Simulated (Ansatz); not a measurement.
This Ansatz (a program for electronic structure) input (wB97M-V/aug-cc-pVQZ) gives -0.49459 Eh with 46 basis functions. A basis named .json is the Basis Set Exchange file of that set (core-valence sets with the plain set on hydrogen).

Ansatz 0.2 input:
```yaml
crystal:
  periodic: [false, false, false]
  atoms:
    - {symbol: H, position_ang: [0.00000000, 0.00000000, 0.00000000]}
basis:
  gaussian:
    orbitals: aug-cc-pVQZ
hamiltonian:
  xc: {name: wB97M-V}
magnetization: {spin_polarized: true, initial_magnetization: 1}
scf: {lower_state_search: full}
```

Change:
```diff
- orbitals: aug-cc-pVQZ
+ orbitals: 6-31G__.json
```

Question: What does the run give now?

Answer: -0.49108 Eh (wB97M-V/6-31G**, 5 functions), a change of +3.51 mEh.
